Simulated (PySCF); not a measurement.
Cl3Re, SMILES [Re]([Cl])([Cl])[Cl] (connectivity only; charge and spin as stated), neutral, multiplicity 5. Atoms are numbered in the order given.

```xyz
4

Re     0.0000     0.0000    -0.1145
Cl     0.0000     1.6632     1.4513
Cl     0.0000     0.0000    -2.3976
Cl     0.0000    -1.6632     1.4513
```
Charge 0, spin multiplicity 5.

Geometry optimised at PBE-D3(BJ)/def2-SVP. The spin state was assumed, not searched. The def2 effective core potentials stand for the cores of Re; spin–orbit coupling is left out.

The numbers are results of PySCF 2.14.0 with TDA-PBE/def2-SVPD, not measurements.

Vertical excitations. The molecule is in vacuum.

```
state    energy (eV)  λ (nm)      f           main pairs
-------  -----------  ------  -----  -------------------
root 1          1.06    1174  0.000    α HOMO→LUMO 100 %
root 2          1.78     698  0.000  α HOMO−1→LUMO 100 %
root 3          2.12     585  0.001  α HOMO−2→LUMO 100 %
root 4          2.99     414  0.000     β HOMO→LUMO 99 %
root 5          3.15     394  0.002   α HOMO−3→LUMO 99 %
root 6          3.39     366  0.000  β HOMO→LUMO+1 100 %
root 7          3.49     355  0.002   α HOMO−4→LUMO 92 %
root 8          3.50     354  0.000   β HOMO→LUMO+2 99 %
root 9          3.60     344  0.000   β HOMO−1→LUMO 99 %
root 10         3.67     338  0.007   β HOMO−2→LUMO 99 %
```
Unrestricted roots are not spin-pure.
